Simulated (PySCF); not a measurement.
Computed shifts of a molecule C₄H₆F₂, KT2/pcSseg-1 run with PySCF, GIAO, gas phase, atoms alike by connectivity averaged where their shifts nearly agree, in ppm (number of nuclei): ¹³C: 156.3 (1), 113.1 (1), 90.3 (1), 26.6 (1). ¹⁹F: -133.6 (1), -218.4 (1). ¹H: 7.08 (1), 5.22 (1), 5.21 (1), 1.80 (3). References: ¹³C against TMS (σ = 185.1 ppm); ¹⁹F against CFCl3 (σ = 127.1 ppm); ¹H against TMS (σ = 31.47 ppm), references at their B3LYP-D3(BJ)/def2-TZVP geometries, non-relativistic. Coordinates come from a r2SCAN-D4/def2-SVP optimisation. The values are those of a single conformer.

Question: Identify the compound among the candidates.
A) C=CC(C)(F)F
B) C=C(C)C(F)F
C) C[C@@H](F)/C=C\F
D) C=C(F)[C@H](C)F

Answer: C, C[C@@H](F)/C=C\F
